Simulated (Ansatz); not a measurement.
The same hydrogenolysis along the group F, Cl, Br.

Gas-phase electronic energies from Ansatz, PBE0-D4/def2-TZVP geometries. CCSD(T)/CBS adds triple-zeta CCSD(T) − MP2 to the extrapolated MP2 energy (def2 sets, frozen cores). This one scheme is used for every species. Functionals use def2-TZVPP. For Br outer-core shells are correlated without core-valence functions, which leaves a few kJ/mol of doubt a bond. Scalar relativity is left out up to krypton. One conformer a species, not always the lowest.

```csv
reaction,B2PLYP (kJ/mol),ωB97M-V (kJ/mol)
`CO[Si](C)(N)F` + H₂ → `CO[SiH](C)N` + H–F,150,151
`CO[Si](C)(N)Cl` + H₂ → `CO[SiH](C)N` + HCl,99,105
`CO[Si](C)(N)Br` + H₂ → `CO[SiH](C)N` + HBr,92,100
```

Q: Give the CCSD(T)/CBS values in the same order. (Estimate.)

A: Computed: 147, 103, 101 kJ/mol.

Largest T1 diagnostic: 0.011, for `CO[Si](C)(N)F`.
